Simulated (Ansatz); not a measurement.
The same redistribution along the group Ti, Zr, Hf.

Computed with Ansatz on PBE0-D4/def2-TZVP structures; ΔE is electronic, products minus reactants. CCSD(T)/CBS adds triple-zeta CCSD(T) − MP2 to the extrapolated MP2 energy (def2 sets, frozen cores). This one scheme is used for every species. DFT in def2-TZVPP. def2 core potentials past Kr. For Hf, Ti, Zr outer-core shells are correlated without core-valence functions, which leaves a few kJ/mol of doubt a bond. Scalar relativity is left out up to krypton. One conformer a species, not always the lowest.

| reaction | MP2/CBS(def2) (kcal/mol) | r2SCAN-D4 (kcal/mol) | HF/CBS(def2) (kcal/mol) | CCSD(T)/CBS(def2) (kcal/mol) |
| --- | --- | --- | --- | --- |
| `C#[C][Ti]([Cl])([Cl])[Cl]` + `F[SiH2]S[SiH3]` → `[F][Ti]([Cl])([Cl])[Cl]` + `C#C[SiH2]S[SiH3]` | -6.8 | -11.8 | -7.9 | -8.0 |
| `C#[C][Zr]([Cl])([Cl])[Cl]` + `F[SiH2]S[SiH3]` → `[F][Zr]([Cl])([Cl])[Cl]` + `C#C[SiH2]S[SiH3]` | -11.0 | -13.2 | -9.4 | -11.2 |
| `C#[C][Hf]([Cl])([Cl])[Cl]` + `F[SiH2]S[SiH3]` → `[F][Hf]([Cl])([Cl])[Cl]` + `C#C[SiH2]S[SiH3]` | -10.6 | -12.8 | -8.8 | -10.8 |

Largest T1 diagnostic: 0.024, for `[F][Ti]([Cl])([Cl])[Cl]`.
